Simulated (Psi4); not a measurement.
CHF₂, charge -1, singlet, geometry from GFN2-xTB (a gas-phase anion, which may not be bound at this level); PBE/def2-SVP run with Psi4.

Input for Psi4:
```
memory 2 GB

molecule {
-1 1
  C    -0.12204909   -0.00422136    0.64509125
  F    -0.02347795    1.13289904   -0.27210005
  F     0.00314120   -1.13074558   -0.28187669
  H     0.91532526    0.00594698    1.11524321
}

set basis def2-svp
set df_basis_scf def2-universal-jkfit

energy('pbe')
print_variables()
```

**Question.** What does Psi4 print? Leave out banner, timings and long lists.

**Answer.** 
```
   => Loading Basis Set <=

    Name: DEF2-SVP
    Role: ORBITAL
    Keyword: BASIS

         ---------------------------------------------------------
                                   SCF
               by Justin Turney, Rob Parrish, Andy Simmonett
                          and Daniel G. A. Smith
                              RKS Reference
         ---------------------------------------------------------

  ==> Geometry <==

    Molecular point group: c1
    Full point group: C1

    Geometry (in Angstrom), charge = -1, multiplicity = 1:

       Center              X                  Y                   Z               Mass
    ------------   -----------------  -----------------  -----------------  -----------------
         C           -0.103845504930    -0.004147827395     0.677629636830    12.000000000000
         F           -0.005274364930     1.132972572605    -0.239561663170    18.998403162730
         F            0.021344785070    -1.130672047395    -0.249338303170    18.998403162730
         H            0.933528845070     0.006020512605     1.147781596830     1.007825032230

  Running in c1 symmetry.

  Rotational constants: A =      1.66596  B =      0.33926  C =      0.29168 [cm^-1]
  Rotational constants: A =  49944.20238  B =  10170.74490  C =   8744.46775 [MHz]
  Nuclear repulsion =   65.470876792311998

  Charge       = -1
  Multiplicity = 1
  Electrons    = 26
  Nalpha       = 13
  Nbeta        = 13

  ==> Algorithm <==

  SCF Algorithm Type is DF.
  DIIS enabled.
  MOM disabled.
  Fractional occupation disabled.
  Guess Type is SAD.
  Energy threshold   = 1.00e-06
  Density threshold  = 1.00e-06
  Integral threshold = 1.00e-12

  ==> Primary Basis <==

  Basis Set: DEF2-SVP
    Blend: DEF2-SVP
    Number of shells: 21
    Number of basis functions: 47
    Number of Cartesian functions: 50
    Spherical Harmonics?: true
    Max angular momentum: 2

  ==> DFT Potential <==

   => LibXC <=

    Version 7.1.2
    S. Lehtola, C. Steigemann, M. J. T. Oliveira, and M. A. L. Marques,  SoftwareX 7, 1–5 (2018) (10.1016/j.softx.2017.11.002)

   => Composite Functional: PBE <=

    PBE GGA Exchange-Correlation Functional

    J.P. Perdew et. al., Phys. Rev. Lett., 77(18), 3865-3868, 1996

    Deriv               =              1
    GGA                 =           TRUE
    Meta                =          FALSE

    Exchange Hybrid     =          FALSE
    MP2 Hybrid          =          FALSE

   => Exchange Functionals <=

    1.0000     XC_GGA_X_PBE

   => Correlation Functionals <=

    1.0000     XC_GGA_C_PBE

   => LibXC Density Thresholds  <==

    XC_GGA_C_PBE:  1.00E-12
    XC_GGA_X_PBE:  1.00E-15

   => Molecular Quadrature <=

    Radial Scheme          =       TREUTLER
    Pruning Scheme         =           NONE
    Nuclear Scheme         =       TREUTLER

    Blocking Scheme        =         OCTREE
    BS radius alpha        =              1
    Pruning alpha          =              1
    Radial Points          =             75
    Spherical Points       =            302
    Total Points           =          87664
    Total Blocks           =            708
    Max Points             =            256
    Max Functions          =             46
    Weights Tolerance      =       1.00E-15

   => Loading Basis Set <=

    Name: DEF2-UNIVERSAL-JKFIT
    Role: JKFIT
    Keyword: DF_BASIS_SCF

  ==> Integral Setup <==

  SCF_SUBTYPE=INCORE selected. In-core MEM_DF algorithm will be used.
  Using in-core AOs.

  ==> MemDFJK: Density-Fitted J/K Matrices <==

    J tasked:                   Yes
    K tasked:                    No
    wK tasked:                   No
    Algorithm:                 Core
    Schwarz Cutoff:           1E-12
    Mask sparsity (%):       0.0905
    Fitting Condition:        1E-10

   => Auxiliary Basis Set <=

  Basis Set: DEF2-UNIVERSAL-JKFIT
    Blend: DEF2-UNIVERSAL-JKFIT
    Number of shells: 81
    Number of basis functions: 247
    Number of Cartesian functions: 295
    Spherical Harmonics?: true
    Max angular momentum: 4

  Minimum eigenvalue in the overlap matrix is 1.7566218951E-02.
  Reciprocal condition number of the overlap matrix is 4.7318476791E-03.
    Using symmetric orthogonalization.

  ==> Pre-Iterations <==

  SCF Guess: Superposition of Atomic Densities via on-the-fly atomic UHF (no occupation information).

   -------------------------
    Irrep   Nso     Nmo
   -------------------------
     A         47      47
   -------------------------
    Total      47      47
   -------------------------

  ==> Iterations <==

                           Total Energy        Delta E     RMS |[F,P]|

   @DF-RKS iter SAD:  -237.39764072483297   -2.37398e+02   0.00000e+00
   @DF-RKS iter   1:  -237.73913647164431   -3.41496e-01   1.13941e-02 DIIS/ADIIS
   @DF-RKS iter   2:  -237.66449915921177    7.46373e-02   1.37528e-02 DIIS/ADIIS
   @DF-RKS iter   3:  -237.88028657189932   -2.15787e-01   1.20427e-03 DIIS/ADIIS
   @DF-RKS iter   4:  -237.88236533996556   -2.07877e-03   3.35829e-04 DIIS/ADIIS
   @DF-RKS iter   5:  -237.88243580780531   -7.04678e-05   2.26320e-04 DIIS/ADIIS
   @DF-RKS iter   6:  -237.88247860262342   -4.27948e-05   3.38620e-05 DIIS
   @DF-RKS iter   7:  -237.88247977256506   -1.16994e-06   3.30746e-06 DIIS
   @DF-RKS iter   8:  -237.88247978547116   -1.29061e-08   3.82438e-07 DIIS
  Energy and wave function converged.

  ==> Post-Iterations <==

   Electrons on quadrature grid:
      Ntotal   =   25.9999811343 ; deviation = -1.887e-05

    Orbital Energies [Eh]
    ---------------------

    Doubly Occupied:

[...]
      13A      0.137808

    Virtual:

[...]
      47A      3.914017

    Final Occupation by Irrep:
              A
    DOCC [    13 ]
    NA   [    13 ]
    NB   [    13 ]

  @DF-RKS Final Energy:  -237.88247978547116

   => Energetics <=

    Nuclear Repulsion Energy =             65.4708767923119979
    One-Electron Energy =                -468.1506404559929706
    Two-Electron Energy =                 191.4763981504249841
    DFT Exchange-Correlation Energy =     -26.6791142722151413
    Empirical Dispersion Energy =           0.0000000000000000
    VV10 Nonlocal Energy =                  0.0000000000000000
    Total Energy =                       -237.8824797854711619

Computation Completed

Properties will be evaluated at   0.000000,   0.000000,   0.000000 [a0]

Properties computed using the SCF density matrix

 Multipole Moments:

 ------------------------------------------------------------------------------------
     Multipole            Electronic (a.u.)      Nuclear  (a.u.)        Total (a.u.)
 ------------------------------------------------------------------------------------

 L = 1.  Multiply by 2.5417464519 to convert [e a0] to [Debye]
 Dipole X            :         -0.4298916            0.8599947            0.4301031
 Dipole Y            :          0.0045641            0.0034738            0.0080380
 Dipole Z            :         -2.2272409            1.5372161           -0.6900248
 Magnitude           :                                                    0.8131343

 ------------------------------------------------------------------------------------

  Variable Map:
  ----------------------------------------------------------------------------
[...]
  Array Variable Map:
  ----------------------------------------------------------------------------
[...]
[...]
```
